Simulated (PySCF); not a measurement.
C$_{4}$H$_{3}$F$_{3}$O$_{2}$: full NMR table

```yaml
Formula: C4H3F3O2
SMILES: O=C1OC[C@H]1C(F)(F)F
Point_group_of_the_computed_structure: C1
Degrees_of_unsaturation: 2
Carbon_signals: 4
Proton_signals: 3
```

Mapped SMILES: `[O:1]=[C:2]1[O:3][CH2:4][C@H:5]1[C:6]([F:7])([F:8])[F:9]` (H(Xn): hydrogen on atom n). Ha(C4) is cis to C6 on the ring; Hb(C4) is trans to C6 on the ring.

How the numbers were obtained: geometry from GFN2-xTB, σ from GIAO-PBE0/pcSseg-1, in PySCF (a single conformation, in vacuum, relativity neglected, one averaged value for each set of equivalent atoms).

Chemical shifts δ = σref − σ; ¹H (σ = 31.72 ppm), ¹³C (σ = 186.93 ppm) vs TMS; ¹⁹F (σ = 170.95 ppm) vs CFCl3; H2O for ¹⁷O (σ = 336.08 ppm), all at this level.

| carbon | δC, type | δH (multiplicity) | HMBC from (2–3 bonds) | span of the C tensor (ppm) |
| --- | --- | --- | --- | --- |
| C2 | 164.3, C | – | Ha(C4), Hb(C4), H(C5) | 172 |
| C4 | 60.6, CH2 | Ha(C4) 4.45 (m); Hb(C4) 4.41 (m) | H(C5) | 68 |
| C5 | 61.6, CH | 4.16 (m) | Ha(C4), Hb(C4) | 54 |
| C6 | 132.4, C | – | Ha(C4), Hb(C4), H(C5) | 6 |

Other nuclei:
| atoms | nucleus | environment | δ (ppm) | σ (ppm) |
| --- | --- | --- | --- | --- |
| F7/F8/F9 | ¹⁹F | fluorine of a CF3 group | -83.5 | 254.5 |
| O1 | ¹⁷O | ester carbonyl oxygen | 440.5 | -104.5 |
| O3 | ¹⁷O | ester alkoxy oxygen | 284.1 | 52.0 |

1. Carbon types of the structure: 2 × C, 1 × CH, 1 × CH2, which accounts for all hydrogens.
2. δC 164.3: ester carbonyl carbon; it is a carbonyl in resonance with an O or N lone pair, the region of acids, esters and amides.
3. δC 132.4: CF3 carbon; 3 electronegative neighbours deshield it.
4. δC 61.6: sp3 CH α to a carbonyl.
5. δC 60.6: sp3 CH2 bonded to O; deshielded by the electronegative neighbour.
6. δH 4.45, 4.41: hydrogen on an sp3 CH2 bonded to O; its carbon carries O, which withdraws density.

Splittings by ¹⁹F in the carbon and heteronuclear signals aren't shown, as no couplings were computed. Shifts are as computed. Against solution values, carbons near 30 ppm lie about +3 ppm off and those near 130 ppm about +5 ppm. Of 1211 compounds with measured shifts, 218 miss one by over three times the rms of a fit or turn the order of signals round; such compounds aren't used in these exercises. Unscaled 19F shifts against computed CFCl3 carry errors that often reach 10 to 50 ppm. Unscaled 17O shifts of doubly bonded oxygen tend to come out too high, by tens of ppm or more. Experimental scales use liquid or dissolved standards, which lie at an offset from isolated H2O (liquid H2O: subtract about 36 ppm). Multiplicities follow the n + 1 count of equivalent neighbours, as no J values were calculated; m marks all less simple cases, F and P coupling included.
